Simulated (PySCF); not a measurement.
SMILES C[Si](C)(C)C[SeH] (C₄H₁₂SeSi) (GFN2-xTB optimised geometry):

```
18

C     -0.980    -1.649     1.479
Si    -0.283    -0.675     0.000
C      1.623    -0.675     0.000
C     -0.943     1.115     0.000
C     -0.843    -1.545    -1.620
Se    -2.798    -1.600    -1.848
H     -0.802    -1.130     2.416
H     -0.526    -2.632     1.556
H     -2.052    -1.791     1.379
H      2.022    -1.683    -0.031
H      2.004    -0.198     0.897
H      2.024    -0.136    -0.853
H     -0.687     1.636    -0.919
H     -0.524     1.683     0.825
H     -2.024     1.138     0.105
H     -0.432    -1.082    -2.516
H     -0.548    -2.594    -1.624
H     -2.986    -0.168    -1.798
```

Method: PBE0/def2-SVP in PySCF.

Q: What are the frontier orbital energies and the dipole moment?

A: HOMO-2 -8.52 eV, HOMO-1 -8.27 eV, HOMO -6.14 eV, LUMO 0.52 eV, LUMO+1 1.33 eV; dipole moment 1.61 D.

Meta-Löwdin charges at PBE0/def2-SVP: C1 -0.55, Si2 0.88, C3 -0.55, C4 -0.56, C5 -0.49, Se6 -0.04, H7 0.11, H8 0.11, H9 0.12, H10 0.11, H11 0.11, H12 0.11, H13 0.11, H14 0.12, H15 0.11, H16 0.12, H17 0.12, H18 0.04.
